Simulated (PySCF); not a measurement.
This PySCF input asks for the NMR shieldings of SMILES O=C1[SiH2]O[SiH2][C@H]1S(=O)(=O)O, C₂H₆O₅SSi₂; the geometry comes from GFN2-xTB.

```python
import basis_set_exchange as bse
import numpy as np
from pyscf import gto, dft
from pyscf.prop import nmr

atoms = """
O     0.555211   -2.182377   -0.344098
C    -0.115716   -1.171783   -0.287055
Si   -1.714348   -0.870242    0.737030
O    -1.974851    0.675812    0.227934
Si   -0.948463    1.471052   -0.754508
C     0.380777    0.123053   -0.886260
S     1.491545    0.454142    0.475220
O     2.073309    1.748422    0.392819
O     0.759389    0.108809    1.662433
O     2.663763   -0.593874    0.247102
H    -1.578219   -0.916809    2.174002
H    -2.792737   -1.658802    0.143021
H    -0.560344    2.702170   -0.096006
H    -1.554078    1.601420   -2.080286
H     0.991195    0.014097   -1.775795
H     2.315968   -1.496146    0.153035
"""
names = dict.fromkeys(["O", "C", "Si", "S", "H"], "pcSseg-1")
basis = {el: gto.basis.parse(bse.get_basis(n, elements=[el], fmt="nwchem")) for el, n in names.items()}
mol = gto.M(atom=atoms, basis=basis, charge=0, verbose=0)
mf = dft.RKS(mol, xc="PBE0")
mf.grids.level = 2
mf.grids.alignment = dft.numint.BLKSIZE   # the property module wants whole blocks of grid points
mf.conv_tol = 1e-9
mf.kernel()

calc = nmr.RKS(mf)   # GIAO
C = mf.mo_coeff
Co = C[:, mf.mo_occ > 0]
resp = mf.gen_response(singlet=True, hermi=2)
def vind(x):   # induced exchange potential for any number of trial vectors
    d = np.einsum("pi,xij,qj->xpq", C, 2 * x.reshape(-1, C.shape[1], Co.shape[1]), Co, optimize=True)
    return np.einsum("xpq,pi,qj->xij", resp(d - d.transpose(0, 2, 1)), C, Co, optimize=True).ravel()
mo1, _ = nmr.rhf.solve_mo1(calc, with_cphf=vind)
sigma = calc.kernel(mo1)
for i, s in enumerate(sigma):   # ppm
    w = np.linalg.eigvalsh((s + s.T) / 2)
    print("%2d %-2s iso %8.1f  s11 %8.1f  s22 %8.1f  s33 %8.1f" % (i, mol.atom_pure_symbol(i), w.mean(), *w))
```

Problem. Give the expected output.

Solution. 
```
 0 O  iso   -410.4  s11  -1191.5  s22   -424.4  s33    384.7
 1 C  iso    -61.6  s11   -181.7  s22    -88.2  s33     85.2
 2 Si iso    386.8  s11    322.6  s22    392.2  s33    445.6
 3 O  iso    309.7  s11    251.1  s22    324.6  s33    353.2
 4 Si iso    366.6  s11    326.5  s22    348.4  s33    424.9
 5 C  iso    119.7  s11     99.1  s22    114.2  s33    145.9
 6 S  iso    195.1  s11     57.6  s22    176.4  s33    351.2
 7 O  iso     85.6  s11     17.1  s22     92.4  s33    147.4
 8 O  iso     64.3  s11     36.0  s22     70.8  s33     86.3
 9 O  iso    148.7  s11     16.9  s22    157.7  s33    271.4
10 H  iso     26.5  s11     23.1  s22     25.1  s33     31.2
11 H  iso     26.9  s11     22.9  s22     25.1  s33     32.6
12 H  iso     25.9  s11     22.4  s22     25.0  s33     30.2
13 H  iso     26.1  s11     22.4  s22     24.1  s33     31.7
14 H  iso     28.3  s11     25.2  s22     26.8  s33     32.8
15 H  iso     23.9  s11     14.3  s22     23.2  s33     34.3
```

These numbers come from an equivalent density-fitted implementation of the same equations, which agrees with the script to about 0.01 ppm for H and up to a few tenths of a ppm for heavy atoms, so last digits may differ.

Problem. Turn these shieldings into chemical shifts. Shifts are taken against calculated references (same method and geometry level): H2O for $^{17}$O (336.08 ppm); TMS for $^{13}$C (186.93 ppm), $^{29}$Si (349.16 ppm), $^{1}$H (31.72 ppm); $^{33}$S (503.73 ppm) vs CS2.

Solution. Averaging equivalent atoms: O 0: 746.5; O 8: 271.7; O 7: 250.5; O 9: 187.4; O 3: 26.4; C 1: 248.5; C 5: 67.2; Si 4: -17.4; Si 2: -37.7; S 6: 309; H 15: 7.77; H 12: 5.87; H 13: 5.63; H 10: 5.24; H 11: 4.84; H 14: 3.44 ppm. Unscaled 17O shifts of doubly bonded oxygen tend to come out too high, by tens of ppm or more. Experimental scales use liquid or dissolved standards, which lie at an offset from isolated H2O (liquid H2O: subtract about 36 ppm).

Size and cost of the density-fitted run: 221 basis functions, 35 s wall time on 1 thread of an Intel Xeon 6975P-C, shared host; peak memory 1.1 GiB.
